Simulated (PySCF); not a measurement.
```xyz
4

F     -0.1114     1.4027    -0.0027
B     -0.0077     0.0966    -0.0002
Cl     1.5724    -0.6295     0.0005
Cl    -1.4534    -0.8698     0.0024
```

Charge 0, multiplicity 1.

Question: Give the Mulliken and meta-Löwdin atomic charges from PBE-D3(BJ)/def2-TZVP // PBE0-D3(BJ)/def2-TZVP (PySCF 2.14.0).

Answer: 
```tsv
atom	Mulliken (e)	meta-Löwdin (e)
F1	-0.16	-0.24
B2	0.35	0.30
Cl3	-0.10	-0.03
Cl4	-0.10	-0.03
```
